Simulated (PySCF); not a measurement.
Two species compared at the same levels of theory.

First species: C₅H₅F₃O₂P₂.
Structure used (GFN2-xTB), in Å, numbered top down from 1:
```xyz
17
C5H5F3O2P2 angstrom
O     -1.480    0.782   -1.945
P     -1.097    0.490   -0.562
P     -1.451    1.956    1.010
C      0.604   -0.009   -0.266
C      1.557   -0.693   -0.968
C      2.703   -0.704   -0.142
C      2.361   -0.025    0.990
O      1.097    0.402    0.925
C     -2.032   -1.030    0.067
F     -1.796   -2.087   -0.711
F     -1.702   -1.371    1.317
F     -3.348   -0.796    0.056
H     -0.759    2.887    0.232
H     -2.670    2.286    0.414
H      1.441   -1.127   -1.940
H      3.648   -1.154   -0.363
H      2.916    0.209    1.877
```

Second species: C2H4ClNSi.
Numbering: `[N:1]#[C:2][CH2:3][SiH2:4][Cl:5]` (hydrogens: H6, H7 on C3; H8, H9 on Si4)

Levels: PBE0/pcSseg-1 for dipole moment, HOMO energy, LUMO energy and HOMO–LUMO gap; GFN2-xTB for rotational constant A and rotational constant C. Geometries: GFN2-xTB. Each structure is a single optimised conformer of the isolated species, non-relativistic unless stated. Electronic properties by PySCF.

The conformers computed, where there is a choice (atom-mapped SMILES and torsion angles):
- `[O:1]=[P@:2]([PH2:3])([c:4]1[cH:5][cH:6][cH:7][o:8]1)[C:9]([F:10])([F:11])[F:12]`: O1–P2–C4–C5 -32°, O1–P2–C9–F10 58°, H–P3–P2–O1 -54°, H–P3–P2–O1 39°
- `[N:1]#[C:2][CH2:3][SiH2:4][Cl:5]`: C2–C3–Si4–Cl5 -65°

Question: Which of the two has the higher LUMO energy, and by how much?

Answer: The second: -0.06 eV against -1.23 eV, a difference of 1.17 eV.

Question: Which has the higher rotational constant C?

Answer: The second: 1.512 GHz against 0.518 GHz, a difference of 0.994 GHz.

Question: Which has the higher HOMO energy?

Answer: The first: -7.51 eV against -8.97 eV, a difference of 1.46 eV.

Question: Which has the higher dipole moment?

Answer: The second: 4.36 D against 4.16 D, a difference of 0.20 D.

Question: Which of the two has the higher HOMO–LUMO gap, and by how much?

Answer: The second: 8.91 eV against 6.28 eV, a difference of 2.63 eV.

Question: Which of the two has the higher rotational constant A, and by how much?

Answer: The second: 5.451 GHz against 1.017 GHz, a difference of 4.434 GHz.

On the first: A dipole of 4.16 D is allowed in C1, and pure rotational transitions are dipole-allowed. In atomic units the dipole is 1.64 e·bohr (1 au = 2.5417 D).

On the second: The dipole matches unit charges of opposite sign 0.91 Å apart (1 e·Å = 4.8032 D).
